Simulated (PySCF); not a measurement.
**Assignment exercise: C$_{7}$H$_{14}$Si$_{2}$**

Atom-mapped SMILES (the numbers label the heavy atoms): `[CH3:1][CH2:2][CH2:3][C:4]1=[CH:5][SiH2:6][CH:7]=[CH:8][SiH2:9]1`. Hydrogens are named by the atom that carries them.

PySCF calculation with coordinates at the PBE0-D3(BJ)/def2-SVP level and σ from GIAO-PBE/pcSseg-1; isolated molecule, one conformer, relativity neglected, one averaged value for each set of equivalent atoms.

Scale: 13C (σref 180.03) and 1H (σref 31.20) against TMS (reference shieldings calculated alike).

Question: Assign these signals to the numbered atoms. 13C{1H} NMR (computed): δ 167.2 (C), 152.7 (CH), 152.2 (CH), 143.1 (CH), 53.9 (CH2), 24.9 (CH2), 14.3 (CH3).

Answer: 
167.2 → C4, fully substituted alkene carbon
152.7 → C7, alkene CH: an sp2 carbon of a C=C bond
152.2 → C8, alkene CH
143.1 → C5, alkene CH
53.9 → C3, allylic sp3 CH2: saturated and bonded to C and H only
24.9 → C2, sp3 CH2: a saturated carbon with 2 carbon neighbours and no heteroatom attached
14.3 → C1, methyl carbon: aliphatic region, no heteroatom directly attached

C7 and C8 lie closer than the usual error of such a calculation, so a measured spectrum could show them in the other order.

Question: Assign these signals to the numbered atoms. 1H NMR (500 MHz, computed): δ 7.30 (m, 1H), 7.29 (m, 1H), 6.78 (t, 1H), 4.76 (m, 2H), 4.65 (m, 2H), 2.45 (t, 2H), 1.57 (m, 2H), 0.83 (t, 3H).

Answer: 
7.30 → H(C8), hydrogen on an alkene CH: a vinylic proton, deshielded by the sp2 carbon and the C=C anisotropy
7.29 → H(C7), hydrogen on an alkene CH
6.78 → H(C5), hydrogen on an alkene CH
4.76 → H(Si6), hydrogen on a silicon bonded to 2 C, in a 6-membered ring
4.65 → H(Si9), hydrogen on a silicon bonded to 2 C, in a 6-membered ring
2.45 → H(C3), hydrogen on an allylic sp3 CH2: allylic position
1.57 → H(C2), hydrogen on an sp3 CH2
0.83 → H(C1), hydrogen on a methyl carbon: far from electronegative atoms and π systems

H(C8) and H(C7); H(Si6) and H(Si9) lie closer than the usual error of such a calculation, so a measured spectrum could show them in the other order.

Shifts are as computed. Against solution values, carbons near 30 ppm lie about +2 ppm off and those near 130 ppm about +2 ppm. Of 1313 compounds with measured shifts, 239 miss one by over three times the rms of a fit or turn the order of signals round; such compounds aren't used in these exercises. No couplings were computed; multiplicities are counted from neighbouring protons, with m where these are inequivalent, close in shift, in a saturated or five-membered ring or joined by F or P, and br s for small geminal =CH2 splittings.
